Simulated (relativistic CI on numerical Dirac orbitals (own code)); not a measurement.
Slater and spin-orbit integrals, Cl⁵⁺

These numbers are calculated, not measured: Dirac-Coulomb-Breit CI, separate exchange-only KLI orbitals for each configuration, model QED, valence Slater integrals scaled by 0.85, P86 correlation energy added to each configuration (own radial code, finite nucleus).

Slater integrals F^k, G^k are unscaled and averaged over j, outside the closed core [Ne]; ζ comes from projecting the Hamiltonian with its Breit term on Σ l·s of the shell.

- 3s3p: G^1(3s,3p) = 98117, ζ(3p) = 1117.6 cm⁻¹; <r>(3s) = 1.314, <r^2>(3s) = 1.965, <r>(3p) = 1.389, <r^2>(3p) = 2.218 (bohr units).
- 3p²: F^2(3p,3p) = 72749, ζ(3p) = 1116.7 cm⁻¹; <r>(3p) = 1.393, <r^2>(3p) = 2.232 (bohr units).
- 3s3d: G^2(3s,3d) = 66903, ζ(3d) = 13.907 cm⁻¹; <r>(3s) = 1.314, <r^2>(3s) = 1.964, <r>(3d) = 1.484, <r^2>(3d) = 2.574 (bohr units).

Averages of the first 10 configurations, taken without configuration mixing, which lowers the lowest level and can move excited configurations by several eV; other configurations of the list can lie among them:

```csv
Configuration,Parity,States,Average energy above the lowest level (eV)
3s²,even,1,1.1
3s3p,odd,12,14.0
3p²,even,15,30.3
3s3d,even,20,35.4
3d²,even,45,71.2
3p3d,odd,60,50.3
3p4s,odd,12,66.5
3s4s,even,4,50.9
3s4p,odd,12,56.4
3s4d,even,20,63.4
```
